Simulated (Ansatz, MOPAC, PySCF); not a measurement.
Dissociation curve of Al(Me)2(H), C2H7Al, SMILES [CH3][AlH][CH3]. The Al1–C7 bond (Al1 also carries C, H; C7 carries H, H, H) is pulled apart rigidly from the PBE0/def2-SVP optimised geometry. Each curve is given relative to its own lowest point near equilibrium.

```tsv
R / Å	A	B	C
1.62	53.9	33.7	33.3
1.71	24.6	16.1	15.6
1.82	5.7	4.5	4.1
1.91	0.2	0.6	0.5
1.96	0.0	0.0	0.0
2.01	1.4	0.2	0.4
2.09	6.2	2.0	2.4
2.20	16.3	6.4	7.3
2.37	35.9	15.8	17.4
2.56	58.9	27.9	30.5
2.85	89.8	46.5	50.4
3.19	116.4	65.9	71.2
3.64	138.2	86.4	93.6
4.13	151.4	102.7	111.9
4.76	160.6	116.4	128.2
5.65	168.1	126.9	141.4
```

Energies in kcal/mol.

Task: Assign the columns to these levels of theory: PM6, restricted, heats of formation (MOPAC); PySCF 2.14.0 with restricted M06-2X/6-31G*, spherical d; restricted PBE0/cc-pVDZ (Ansatz, an electronic-structure program).

Result: A is PM6; B is RKS-PBE0; C is RKS-M06-2X/6-31G*.

The restricted form behind RKS-PBE0, PM6, RKS-M06-2X/6-31G* keeps the bonding electrons paired and can't separate into open-shell fragments.
